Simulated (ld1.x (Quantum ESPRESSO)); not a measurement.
**Building the TM potential for arsenic (PBE, scalar-relativistic).**

| Item | Value |
| --- | --- |
| Element | arsenic (As) |
| Generator | ld1.x (Quantum ESPRESSO) 7.5 |
| Type | norm-conserving Troullier–Martins (Kleinman–Bylander form) |
| Functional | PBE |
| Relativity | scalar-relativistic |
| Frozen core | [Ar] 3d10 |
| Valence charge | 5 |
| Reference configuration | 4s2 4p2.5 (charge +0.5) |
| Partial waves | 4s (bound): rc 1.55 bohr; 4p (bound): rc 2.10 bohr |
| Local potential | the p channel |
| Core correction | none |

Does the generator finish with these settings?

Yes, a potential is produced and its reference levels are reproduced.

Estimate the cutoffs (Ry, on a coarse ladder) from which the occupation-weighted sum of valence levels, in a spherical-Bessel basis at the reference potential, stays within 10 and 1 mRy of its value at 400 Ry.

35 Ry and 50 Ry.

What does a ghost test show?

No extra level below or beside the all-electron valence levels (s, p, d, f tested).

Which valence shell sets the plane-wave cutoff?

4s: its level needs 45 Ry to come within 1 mRy, against 18 Ry for 4p.

Tests: 4s2 4p3; 4s2 4p2; 4s2 4p1; 4s2 4p3.3; 4s1 4p0; 4s1 4p4; 4s1 4p3. Which has the largest error in its energy relative to the reference configuration, and how large is it?

4s1 4p0, with +93 meV (all-electron minus pseudo) on +101.86 eV.
